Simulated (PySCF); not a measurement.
3-methylphenylboronic acid (SMILES Cc1cccc(B(O)O)c1)

Molfile (atoms numbered from 1):
```
C7H9BO2
     RDKit          3D

 19 19  0  0  0  0  0  0  0  0999 V2000
    2.7870   -0.9824   -0.0953 C   0  0  0  0  0  0  0  0  0  0  0  0
    1.5343   -0.1658    0.0409 C   0  0  0  0  0  0  0  0  0  0  0  0
    1.5950    1.2074    0.3064 C   0  0  0  0  0  0  0  0  0  0  0  0
    0.4328    1.9709    0.3974 C   0  0  0  0  0  0  0  0  0  0  0  0
   -0.8130    1.3734    0.2276 C   0  0  0  0  0  0  0  0  0  0  0  0
   -0.9145   -0.0013   -0.0303 C   0  0  0  0  0  0  0  0  0  0  0  0
   -2.3279   -0.6628   -0.2032 B   0  0  0  0  0  0  0  0  0  0  0  0
   -2.5235   -2.0101   -0.3138 O   0  0  0  0  0  0  0  0  0  0  0  0
   -3.4210    0.1446   -0.2401 O   0  0  0  0  0  0  0  0  0  0  0  0
    0.2714   -0.7433   -0.1191 C   0  0  0  0  0  0  0  0  0  0  0  0
    3.1855   -0.9266   -1.1223 H   0  0  0  0  0  0  0  0  0  0  0  0
    2.6042   -2.0437    0.1274 H   0  0  0  0  0  0  0  0  0  0  0  0
    3.5780   -0.6237    0.5796 H   0  0  0  0  0  0  0  0  0  0  0  0
    2.5700    1.6840    0.4440 H   0  0  0  0  0  0  0  0  0  0  0  0
    0.5034    3.0415    0.6057 H   0  0  0  0  0  0  0  0  0  0  0  0
   -1.7261    1.9691    0.2980 H   0  0  0  0  0  0  0  0  0  0  0  0
   -1.7115   -2.5187   -0.2409 H   0  0  0  0  0  0  0  0  0  0  0  0
   -4.2315   -0.3670   -0.3362 H   0  0  0  0  0  0  0  0  0  0  0  0
    0.2308   -1.8197   -0.3278 H   0  0  0  0  0  0  0  0  0  0  0  0
  1  2  1  0
  2  3  2  0
  3  4  1  0
  4  5  2  0
  5  6  1  0
  6  7  1  0
  7  8  1  0
  7  9  1  0
  6 10  2  0
 10  2  1  0
  1 11  1  0
  1 12  1  0
  1 13  1  0
  3 14  1  0
  4 15  1  0
  5 16  1  0
  8 17  1  0
  9 18  1  0
 10 19  1  0
M  END
```

The calculation used quadratic response CAM-B3LYP/aug-cc-pVDZ first hyperpolarisability, Taylor convention, gas phase (PySCF 2.14.0). Geometry: PBE0-D3(BJ)/def2-SVP.

Task: Give β for the processes computed.

Result: In au, Taylor convention; the vector part is βᵢ = ⅓ Σⱼ (βᵢⱼⱼ + βⱼᵢⱼ + βⱼⱼᵢ); β∥ is 3/5 of the vector part along the dipole, the dipole points from − to +:
| process | λ (nm) | β vector norm | β∥ | β HRS | depolarisation ratio |
| --- | --- | --- | --- | --- | --- |
| static β(0;0,0) | ∞ | 69.3 | 27.5 | 47.6 | 2.17 |
| second harmonic β(−2ω;ω,ω) | 1907 | 76.6 | 30.6 | 50.8 | 2.25 |
| Pockels β(−ω;ω,0) | 1907 | 71.6 | 28.5 | – | – |
| second harmonic β(−2ω;ω,ω) | 1064 | 96.3 | 39.0 | 59.3 | 2.45 |
| Pockels β(−ω;ω,0) | 1064 | 77.2 | 30.9 | – | – |

Task: Which lowest excitations, dipole and polarisabilities go with it?

Result: S1 5.10 eV (f = 0.017); S2 5.72 eV (f = 0.062); S3 6.14 eV (f = 0.001); dipole 1.66 D; isotropic α 104.4 au static, 104.8 au at 1907 nm, 105.6 au at 1064 nm, 106.0 au at 953.5 nm, 109.8 au at 532 nm.
